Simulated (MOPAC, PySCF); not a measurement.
[Sc(Cl)2(OH)], neutral singlet in the gas phase. 

Cartesian coordinates (Å):
```xyz
5

Sc     0.0726    -0.0697     0.0191
Cl    -0.4971     1.8280    -1.1408
Cl     0.7147    -2.0035    -1.0385
O      0.0128    -0.0396     1.8371
H     -0.0130    -0.0381     2.7988
```
Charge 0, spin multiplicity 1.

All levels are single points at this geometry (r2SCAN-D4/def2-SVP); Pople sets use spherical d functions. Orbital energies aren't observables, and empty levels follow the basis.

PM6 in MOPAC gives dipole (D) = 3.43.

**Question.** Estimate the dipole (D) from each of these levels: PBE-D3(BJ)/def2-TZVP in PySCF; TPSSh-D3(BJ)/def2-TZVP in PySCF; B3LYP/6-311+G** (LANL2DZ on Sc) in PySCF; B3LYP/6-31G* (LANL2DZ on Sc) in PySCF; PBE/6-31G* (LANL2DZ on Sc) in PySCF; HF/3-21G in PySCF; HF/6-31G* (LANL2DZ on Sc) in PySCF; PM7 in MOPAC.

**Answer.** 
```
level                                     dipole (D)
----------------------------------------  ----------
PBE-D3(BJ)/def2-TZVP in PySCF                   3.11
TPSSh-D3(BJ)/def2-TZVP in PySCF                 3.17
B3LYP/6-311+G** (LANL2DZ on Sc) in PySCF        3.40
B3LYP/6-31G* (LANL2DZ on Sc) in PySCF           3.76
PBE/6-31G* (LANL2DZ on Sc) in PySCF             3.75
HF/3-21G in PySCF                               4.76
HF/6-31G* (LANL2DZ on Sc) in PySCF              3.93
PM7 in MOPAC                                    3.51
```
